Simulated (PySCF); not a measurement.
H2Si2 (SMILES [Si]=[SiH2]), singlet, geometry from GFN2-xTB; CAMB3LYP/def2-TZVPD, polarisability (PySCF).

Input for PySCF:
```python
from pyscf import gto, scf, dft
from pyscf.prop import polarizability

mol = gto.M(
    atom='''
Si   -0.913803   -0.111535    0.260461
Si    1.175250    0.094191   -0.311145
H    -1.642483    1.114691   -0.168304
H    -2.017765   -0.871874    0.877872
''',
    basis='def2-tzvpd',
    charge=0,
    spin=0,
    verbose=4,
)

mf = dft.RKS(mol)
mf.xc = 'camb3lyp'
mf.kernel()
alpha = mf.Polarizability().polarizability()[2, 2]
print('alpha_zz =', alpha)
```

The log (banner, timings and long lists left out):

```
site-packages/pyscf/prop/efg/rhf.py:45: UserWarning: Module EFG is under testing
  warnings.warn('Module EFG is under testing')
site-packages/pyscf/prop/efg/dhf.py:30: UserWarning: Module EFG is under testing
  warnings.warn('Module EFG is under testing')
site-packages/pyscf/prop/zfs/uhf.py:40: UserWarning: Module ZFS is under testing
  warnings.warn('Module ZFS is under testing')
site-packages/pyscf/prop/gtensor/uhf.py:43: UserWarning: Module g-tensor is under testing
  warnings.warn('Module g-tensor is under testing')
site-packages/pyscf/prop/gtensor/uks.py:41: UserWarning: Module g-tensor is under testing
  warnings.warn('Module g-tensor is under testing')
site-packages/pyscf/prop/hfc/uks.py:35: UserWarning: Module HFC is under testing
  warnings.warn('Module HFC is under testing')
site-packages/pyscf/prop/magnetizability/rhf.py:39: UserWarning: Module magnetizability is under testing
  warnings.warn('Module magnetizability is under testing')
site-packages/pyscf/prop/magnetizability/uhf.py:37: UserWarning: Module magnetizability is under testing
  warnings.warn('Module magnetizability is under testing')
site-packages/pyscf/prop/magnetizability/rks.py:37: UserWarning: Module magnetizability is under testing
  warnings.warn('Module magnetizability is under testing')
site-packages/pyscf/prop/magnetizability/uks.py:39: UserWarning: Module magnetizability is under testing
  warnings.warn('Module magnetizability is under testing')
site-packages/pyscf/prop/polarizability/uhf.py:34: UserWarning: Module polarizability is under testing
  warnings.warn('Module polarizability is under testing')
site-packages/pyscf/prop/polarizability/rks.py:29: UserWarning: Module polarizability is under testing
  warnings.warn('Module polarizability is under testing')
site-packages/pyscf/prop/polarizability/uks.py:29: UserWarning: Module polarizability is under testing
  warnings.warn('Module polarizability is under testing')
PySCF version 2.14.0

[INPUT] verbose = 4
[INPUT] num. atoms = 4
[INPUT] num. electrons = 30
[INPUT] charge = 0
[INPUT] spin (= nelec alpha-beta = 2S) = 0
[INPUT] symmetry False subgroup None
[INPUT] Mole.unit = angstrom
[INPUT] Symbol           X                Y                Z      unit          X                Y                Z       unit  Magmom
[INPUT]  1 Si    -0.913803000000  -0.111535000000   0.260461000000 AA   -1.726837401806  -0.210770603303   0.492199956130 Bohr   0.0
[INPUT]  2 Si     1.175250000000   0.094191000000  -0.311145000000 AA    2.220900627895   0.177995193399  -0.587978835028 Bohr   0.0
[INPUT]  3 H     -1.642483000000   1.114691000000  -0.168304000000 AA   -3.103843034254   2.106460703518  -0.318048465669 Bohr   0.0
[INPUT]  4 H     -2.017765000000  -0.871874000000   0.877872000000 AA   -3.813023233733  -1.647603075129   1.658937652424 Bohr   0.0

nuclear repulsion = 62.4613591084453
number of shells = 40
number of NR pGTOs = 160
number of NR cGTOs = 104
basis = def2-tzvpd
ecp = {}

******** <class 'pyscf.dft.rks.RKS'> ********
method = RKS
initial guess = minao
damping factor = 0
level_shift factor = 0
DIIS = <class 'pyscf.scf.diis.CDIIS'>
diis_start_cycle = 1
diis_space = 8
diis_damp = 0
SCF conv_tol = 1e-09
SCF conv_tol_grad = None
SCF max_cycles = 50
direct_scf = True
direct_scf_tol = 1e-13
XC library pyscf.dft.libxc version 7.1.2
    S. Lehtola, C. Steigemann, M. J. T. Oliveira, and M. A. L. Marques,  SoftwareX 7, 1–5 (2018)
XC functionals = camb3lyp
    T. Yanai, D. P. Tew, and N. C. Handy,  Chem. Phys. Lett. 393, 51 (2004)
radial grids:
    Treutler-Ahlrichs [JCP 102, 346 (1995); DOI:10.1063/1.469408] (M4) radial grids

becke partition: Becke, JCP 88, 2547 (1988); DOI:10.1063/1.454033
pruning grids: <function nwchem_prune>
grids dens level: 3
symmetrized grids: False
atomic radii adjust function: <function treutler_atomic_radii_adjust>
small_rho_cutoff = 0
Set gradient conv threshold to 3.16228e-05
Initial guess from minao.
tot grids = 57976
init E= -579.980708893878
  HOMO = -0.193218820725397  LUMO = -0.131790036700759  gap/eV = 1.67156
cycle= 1 E= -580.073959708813  delta_E= -0.0933  |g|= 0.184  |ddm|= 1.52
  HOMO = -0.264813151328054  LUMO = -0.113888099045173  gap/eV = 4.10688
cycle= 2 E= -580.077143837619  delta_E= -0.00318  |g|= 0.172  |ddm|= 0.471
  HOMO = -0.257396299123361  LUMO = -0.0870446274249517  gap/eV = 4.63551
cycle= 3 E= -580.088193074361  delta_E= -0.011  |g|= 0.0274  |ddm|= 0.22
  HOMO = -0.256199729307614  LUMO = -0.0860755311047736  gap/eV = 4.62932
cycle= 4 E= -580.088497745322  delta_E= -0.000305  |g|= 0.00931  |ddm|= 0.043
  HOMO = -0.257008126924907  LUMO = -0.0855420699940677  gap/eV = 4.66583
cycle= 5 E= -580.088539308066  delta_E= -4.16e-05  |g|= 0.00126  |ddm|= 0.0148
  HOMO = -0.256881754328271  LUMO = -0.0855171087018771  gap/eV = 4.66307
cycle= 6 E= -580.088541725056  delta_E= -2.42e-06  |g|= 0.000564  |ddm|= 0.00322
  HOMO = -0.256950216335312  LUMO = -0.0855374543299963  gap/eV = 4.66438
cycle= 7 E= -580.0885420334  delta_E= -3.08e-07  |g|= 0.000165  |ddm|= 0.00115
  HOMO = -0.256930348066877  LUMO = -0.0854993498849392  gap/eV = 4.66488
cycle= 8 E= -580.088542071736  delta_E= -3.83e-08  |g|= 4.59e-05  |ddm|= 0.000456
  HOMO = -0.256932734382605  LUMO = -0.0855001154692054  gap/eV = 4.66492
cycle= 9 E= -580.088542077253  delta_E= -5.52e-09  |g|= 1.82e-05  |ddm|= 0.000213
  HOMO = -0.25693423827739  LUMO = -0.0855013985660253  gap/eV = 4.66493
cycle= 10 E= -580.088542077862  delta_E= -6.08e-10  |g|= 6.57e-06  |ddm|= 6.65e-05
  HOMO = -0.25693210666828  LUMO = -0.0854995382604535  gap/eV = 4.66492
Extra cycle  E= -580.088542077902  delta_E= -4.04e-11  |g|= 4.23e-06  |ddm|= 1.79e-05
converged SCF energy = -580.088542077902
Isotropic polarizability 75.005418073
Polarizability anisotropy 40.4057955106
alpha_zz = 65.92496770558493
```
